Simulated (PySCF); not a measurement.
## Calculated NMR parameters of Cl[C@@H]1[SiH2]C=C1C1CCC1

| Item | Value |
| --- | --- |
| Formula | C7H11ClSi |
| SMILES | Cl[C@@H]1[SiH2]C=C1C1CCC1 |
| Point group of the computed structure | C1 |
| Degrees of unsaturation | 3 |
| Carbon signals | 7 |
| Proton signals | 11 |

Atom-mapped SMILES (the numbers label the heavy atoms): `[Cl:1][C@@H:2]1[SiH2:3][CH:4]=[C:5]1[CH:6]1[CH2:7][CH2:8][CH2:9]1` (H(Xn): hydrogen on atom n). Ha(C7), Ha(C8), Ha(C9) are cis to C5 on the ring; Ha(Si3) is cis to Cl1 on the ring; Hb(C7), Hb(C8), Hb(C9) are trans to C5 on the ring; Hb(Si3) is trans to Cl1 on the ring.

Computed data (PySCF 2.14.0 with density-fitted response routines): GFN2-xTB geometry, GIAO PBE0/pcSseg-1 shieldings. No relativistic terms, isolated molecule, one conformer.

Scale: ¹H (σ = 31.72 ppm) and ¹³C (σ = 186.93 ppm) and ²⁹Si (σ = 349.16 ppm) vs TMS (reference shieldings calculated alike).

| carbon | δC, type | δH (multiplicity) | HMBC from (2–3 bonds) | span of the C tensor (ppm) |
| --- | --- | --- | --- | --- |
| C2 | 50.1, CH | 4.26 (m) | H(C4), Hb(Si3), Ha(Si3), H(C6) | 61 |
| C4 | 130.6, CH | 5.86 (m) | Hb(Si3), Ha(Si3), H(C2), H(C6) | 202 |
| C5 | 184.3, C | – | H(C4), Hb(Si3), Ha(Si3), H(C2), H(C6), Hb(C7), Ha(C9), Hb(C9), Ha(C7) | 251 |
| C6 | 36.5, CH | 3.64 (m) | H(C4), H(C2), Hb(C7), Ha(C9), Hb(C9), Hb(C8), Ha(C7), Ha(C8) | 30 |
| C7 | 28.2, CH2 | Hb(C7) 2.37 (m); Ha(C7) 1.81 (m) | H(C6), Ha(C9), Hb(C9), Hb(C8), Ha(C8) | 36 |
| C8 | 16.6, CH2 | Hb(C8) 2.07 (m); Ha(C8) 1.78 (m) | H(C6), Hb(C7), Ha(C9), Hb(C9), Ha(C7) | 22 |
| C9 | 23.5, CH2 | Ha(C9) 2.33 (m); Hb(C9) 2.16 (m) | H(C6), Hb(C7), Hb(C8), Ha(C7), Ha(C8) | 32 |

Other nuclei:
```tsv
atoms	nucleus	environment	δ (ppm)	σ (ppm)
Hb(Si3)	¹H	hydrogen on a silicon bonded to 2 C, in a 4-membered ring	5.08	26.63
Ha(Si3)	¹H	hydrogen on a silicon bonded to 2 C, in a 4-membered ring	4.75	26.97
Si3	²⁹Si	silicon bonded to 2 C, 2 H, in a 4-membered ring	-35.4	384.6
```

Carbon types of the structure: 1 × C, 3 × CH, 3 × CH2, leaving 2 H on heteroatoms. δC 184.3: fully substituted alkene carbon. δC 130.6: alkene CH; an sp2 carbon of a C=C bond. δC 50.1: allylic sp3 CH bonded to Cl and Si; deshielded by the electronegative neighbour. δC 36.5: allylic sp3 CH; aliphatic region, no heteroatom directly attached. δH 5.86: hydrogen on an alkene CH; attached to an sp2 carbon and in the plane of the double bond.

Carbons that carry Cl, above all several Cl atoms, come out too deshielded, partly because spin–orbit coupling is missing. Shifts are as computed. Against solution values, carbons near 30 ppm lie about +3 ppm off and those near 130 ppm about +5 ppm; carbons on Cl a further +6 ppm. Of 1211 compounds with measured shifts, 218 miss one by over three times the rms of a fit or turn the order of signals round; such compounds aren't used in these exercises. Multiplicities follow the n + 1 count of equivalent neighbours, as no J values were calculated; m marks all less simple cases, F and P coupling included.
